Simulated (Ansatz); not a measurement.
FH4N2Y (`[NH2][Y]([NH2])[F]`), 8 atoms. The species carries charge 0 and has multiplicity 1. Correlated methods include outer-core shells of Y, which these sets cover unevenly. Y: def2 effective core potential. All runs use 4 threads of a server CPU on a shared host. Correlated methods freeze the cores.

Give the basis size and wall time and peak host memory of each of these runs in Ansatz. RKS PBE0-D4/def2-TZVP relaxation (10 steps); RKS PBE0-D4/def2-SVP energy; RKS ωB97M-V/def2-QZVPP energy; RKS B3LYP-D4/def2-TZVPP energy and forces; RKS PBE0-D4/def2-QZVPP energy; RKS r2SCAN0-D4/def2-TZVPP energy; RHF-CCSD(T)/def2-SVP energy; RKS PBE0-D4/def2-TZVPP energy; RKS PBE-D4/def2-TZVPP energy and forces; RKS PBE0-D4/def2-TZVP frequencies; RHF-CCSD(T)/def2-TZVPP energy; direct RPA on PBE orbitals/def2-TZVPP energy. (An estimate is asked.)

Computed: Other jobs shared the machine, so times are rough.

```
                                level                    job  functions  wall time  peak host memory (GiB)
                 RKS PBE0-D4/def2-SVP                 energy         93     0.96 s                    0.18
                RKS PBE-D4/def2-TZVPP      energy and forces        205      1.9 s                    0.21
               RKS PBE0-D4/def2-TZVPP                 energy        205      2.1 s                    0.36
              RKS B3LYP-D4/def2-TZVPP      energy and forces        205      2.8 s                    0.41
            RKS r2SCAN0-D4/def2-TZVPP                 energy        205      3.2 s                     0.4
direct RPA on PBE orbitals/def2-TZVPP                 energy        205      4.3 s                    0.42
               RKS PBE0-D4/def2-QZVPP                 energy        372      4.4 s                    0.85
                 RHF-CCSD(T)/def2-SVP                 energy         93      4.4 s                    0.42
               RKS ωB97M-V/def2-QZVPP                 energy        372       12 s                     1.1
                RKS PBE0-D4/def2-TZVP  relaxation (10 steps)        157       21 s                    0.32
                RKS PBE0-D4/def2-TZVP            frequencies        157       65 s                    0.31
               RHF-CCSD(T)/def2-TZVPP                 energy        205       91 s                     3.1
```

B3LYP here is the variant with VWN-RPA as its local correlation; programs differ in this.
